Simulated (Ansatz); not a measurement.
System: C₃H₁₀O₂Si, charge 0, multiplicity 1. 
Structure (B3LYP-D3(BJ)/def2-TZVP (Ansatz, a first-principles code) minimum search):
SMILES: [SiH2](CCO)OC
```xyz
16

C      3.2394    -0.3270    -0.0872
O      1.8970    -0.1228    -0.4929
Si     0.6174    -0.1495     0.5441
C     -0.9148     0.1704    -0.4770
C     -2.2053     0.1823     0.3187
O     -3.2848     0.4357    -0.5812
H      3.5571     0.4325     0.6347
H      3.3733    -1.3162     0.3628
H      3.8752    -0.2566    -0.9695
H      0.5426    -1.4675     1.2321
H      0.7902     0.8872     1.5983
H     -0.7949     1.1302    -0.9876
H     -0.9763    -0.5951    -1.2559
H     -2.1670     0.9589     1.0931
H     -2.3500    -0.7819     0.8224
H     -4.1083     0.4447    -0.0820
```
Charge 0, spin multiplicity 1.

Total electronic energies in hartree. Valence correlation only, unless marked. No spin-orbit coupling. No relativistic terms. Basis-set limits of correlation are two-point, X^-3; Hartree-Fock from the larger set.

```csv
level,program,energy (Eh)
HF/6-31G,Ansatz,-557.90957
HF/cc-pV(D+d)Z,Ansatz,-558.12743
HF/cc-pwCVTZ,Ansatz,-558.23574
RI-HF/aug-cc-pV(Q+d)Z,Ansatz,-558.25868
B3LYP-D3(BJ)/def2-TZVPD,Ansatz + dftd3,-560.47593
PBE0/def2-SVP,Ansatz,-559.56895
PBE0-D3(BJ)/def2-TZVP,Ansatz + dftd3,-559.99872
PBE0-D3(BJ)/def2-TZVPD,Ansatz + dftd3,-560.00169
PBE0/def2-TZVP,Ansatz,-559.98861
r2SCANh-D4/def2-TZVPD,Ansatz + dftd4,-560.23457
r2SCAN0-D4/def2-TZVPD,Ansatz + dftd4,-560.21450
CAM-B3LYP-D4/def2-TZVPD,Ansatz + dftd4,-560.32534
wB97X/def2-TZVPD,Ansatz,?
B2GP-PLYP-D4/def2-TZVPD,Ansatz + dftd4,-559.99793
B2GP-PLYP/def2-TZVPD,Ansatz,-559.99320
B2PLYP-D4/def2-TZVPD,Ansatz + dftd4,-560.09273
CCSD/cc-pV(Q+d)Z,Ansatz,-559.50707
"CCSD/CBS(cc-pV(T+d)Z,cc-pV(Q+d)Z)",Ansatz,-559.5572
CCSD(T)/6-31G*,Ansatz,-558.98886
CCSD(T)/cc-pV(D+d)Z,Ansatz,-559.12052
CCSD(T)/cc-pV(Q+d)Z,Ansatz,-559.55583
CCSD(T) with core electrons (1s frozen past Ne)/cc-pwCVTZ,Ansatz,-559.98651
"CCSD(T)/CBS(cc-pV(T+d)Z,cc-pV(Q+d)Z)",Ansatz,-559.6097
```

What belongs in the gaps?


- wB97X/def2-TZVPD, energy (Eh): -560.35303
